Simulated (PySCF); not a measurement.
C5H13BO2, SMILES CCOB(C)OCC (GFN2-xTB optimised geometry):

```
21

B     -1.144     1.264     0.000
C     -2.042     2.584     0.000
H     -1.839     3.200    -0.874
H     -1.840     3.199     0.874
H     -3.098     2.339     0.000
O     -1.781     0.074     0.004
C     -1.097    -1.165     0.010
C     -2.003    -2.239     0.598
H     -0.827    -1.420    -1.023
H     -0.173    -1.075     0.591
H     -2.918    -2.311     0.018
H     -1.495    -3.200     0.585
H     -2.263    -1.988     1.623
O      0.219     1.264     0.000
C      1.007     2.432     0.010
C      2.480     2.044     0.005
H      0.774     3.042    -0.873
H      0.776     3.028     0.903
H      2.705     1.455    -0.880
H      3.098     2.937     0.007
H      2.711     1.448     0.884
```

Method: PBE0/def2-SVP run with PySCF.

**Question.** What are the frontier orbital energies and the dipole moment?

**Answer.** HOMO-2 -8.84 eV, HOMO-1 -8.27 eV, HOMO -7.88 eV, LUMO 1.67 eV, LUMO+1 1.74 eV; dipole moment 1.42 D.

On the same geometry PBE/def2-SVP in PySCF gives HOMO-2 -7.23 eV, HOMO-1 -6.70 eV, HOMO -6.32 eV, LUMO 0.65 eV, LUMO+1 0.89 eV; dipole moment 1.34 D.

Meta-Löwdin charges at PBE0/def2-SVP: B1 0.41, C2 -0.44, H3 0.11, H4 0.11, H5 0.12, O6 -0.38, C7 0.05, C8 -0.30, H9 0.09, H10 0.09, H11 0.10, H12 0.10, H13 0.10, O14 -0.40, C15 0.05, C16 -0.30, H17 0.09, H18 0.09, H19 0.11, H20 0.10, H21 0.10.
